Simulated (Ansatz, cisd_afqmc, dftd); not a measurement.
System: C$_{2}$H$_{5}$F, charge 0, singlet. C2H5F (fluoroethane, SMILES CCF).
B3LYP-D3(BJ)/def2-TZVP minimum from Ansatz (a first-principles code):
```xyz
8

C      1.1749    -0.1488     0.2623
C     -0.3123    -0.4021     0.2278
F     -0.9475     0.5899    -0.5283
H      1.6692    -0.9237     0.8528
H      1.5927    -0.1644    -0.7450
H      1.3912     0.8196     0.7152
H     -0.7514    -0.3742     1.2278
H     -0.5492    -1.3616    -0.2375
```
Charge 0, spin multiplicity 1.

Wanted: atomisation energy (electronic, to ground-state atoms), in kcal/mol. Open shells are spin-unrestricted; no spin-orbit coupling. Correlated methods leave the cores frozen. Rows without X2C or -DK are non-relativistic. The Monte Carlo rows (phaseless AFQMC, CISD trial, step 0.005/hartree) carry one-sigma bars that omit the constraint's bias. Outlying blocks are dropped, and bars are widened where a walk drifts. Over all cases where full CI ran beside it in this data, AFQMC minus full CI had a median of +0.1 mEh and passed +0.4 mEh in a tenth of the cases. CBS(X,Y): correlation extrapolated as X^-3, Hartree-Fock from the larger set (Q,5: extrapolated as (X+1)exp(-9√X)). A bracket is a step between two methods taken in the basis named. Functionals run without relativity, which enters their misses. Double hybrids freeze cores in their MP2 part. 'core' is core correlation in cc-pwCVTZ, 'X2C' scalar relativity in cc-pVTZ-DK, both at CCSD(T). Where a partner has so few electrons that a lower coupled-cluster level is exact, that level stands in.

| level | program | atomisation energy (kcal/mol) | difference against the last row |
|---|---|---|---|
| PBE-D3(BJ)/def2-TZVPD | Ansatz + dftd3 | 733.4 | 11.8 |
| B2PLYP-D3(BJ)/def2-TZVPD | Ansatz + dftd3 | 713.8 | -7.8 |
| MP2/CBS(cc-pVTZ,cc-pVQZ) | Ansatz | 728.7 | 7.1 |
| CCSD(T)/cc-pV5Z | Ansatz | 716.7 | -4.9 |
| CCSDT(Q)/cc-pVDZ | Ansatz | 669.8 | -51.8 |
| AFQMC/CISD/cc-pVTZ | cisd_afqmc | 704.7 ± 0.2 | -16.9 |
| CCSD(T)/CBS(cc-pVQZ,cc-pV5Z) + [AFQMC/CISD - CCSD(T)]/cc-pVTZ + core + X2C | Ansatz + cisd_afqmc | 721.3 ± 0.2 | -0.3 |
| CCSD(T)/CBS(cc-pVQZ,cc-pV5Z) + [CCSDT(Q) - CCSD(T)]/cc-pVDZ + core + X2C | Ansatz | 721.6 | 0.0 |
